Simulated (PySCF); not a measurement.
**How methods differ on the ionisation energy of Fe**

Fe [Ar] 3d6 4s2 (5D) → Fe⁺ [Ar] 3d6 4s1 (6D), as a difference of total energies. Computed with PySCF 2.14 in x2c-TZVPPall (6s5p4d2f1g, 64 functions), with the spin-free X2C one-electron Hamiltonian (Gaussian nucleus). Correlated levels: valence: [Ar] frozen; valence and next inner shell: [Ne] frozen. The calculations carry no spin-orbit coupling.

Question: Order these methods by the ionisation energy they give, lowest first.
A. MN15
B. SCS-MP2 (valence)
C. HSE06
D. UHF

Answer: D (6.436 eV), B (7.610 eV), C (7.680 eV), A (7.997 eV).

Errors of the correlated levels include the incompleteness of this basis and the frozen core.

MP2 underrates the near-degeneracy of ns² with np² in the lower species.

For comparison: 7.904 eV (measured; NIST levels, between the centres of gravity of the two terms).
